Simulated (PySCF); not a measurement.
Stepwise substitution at one centre (Si C2H5-SH). All species are isolated molecules in the gas phase. One relaxed conformer stands for each flexible species; it need not be the lowest. Strings in code marks are SMILES.

Calculation: PBE-D3(BJ)/def2-TZVP // PBE0-D4/def2-SVP (PySCF 2.14.0). Excitations are Tamm–Dancoff values on a coarser integration grid. The basis has no diffuse functions, so Rydberg states are missing or too high.

| species | HOMO–LUMO gap (eV) | T1 excitation (TDA) (eV) | HOMO (eV) |
|---|---|---|---|
| 0 of 4 C2H5 replaced by SH (`CC[Si](CC)(CC)CC`) | 6.51 | 6.45 | -6.37 |
| 1 of 4 C2H5 replaced by SH (`C(C)[Si](S)(CC)CC`) | 5.49 | [?] | -5.78 |
| 2 of 4 C2H5 replaced by SH | 5.03 | 4.86 | -5.83 |
| 3 of 4 C2H5 replaced by SH | 5.11 | [?] | [?] |
| 4 of 4 C2H5 replaced by SH (`S[Si](S)(S)S`) | 4.61 | 4.46 | -6.25 |

Q: Some entries are withheld; supply them.

A: 
- 1 of 4 C2H5 replaced by SH (`C(C)[Si](S)(CC)CC`), T1 excitation (TDA) (eV): 5.24
- 3 of 4 C2H5 replaced by SH, T1 excitation (TDA) (eV): 4.92
- 3 of 4 C2H5 replaced by SH, HOMO (eV): -6.14
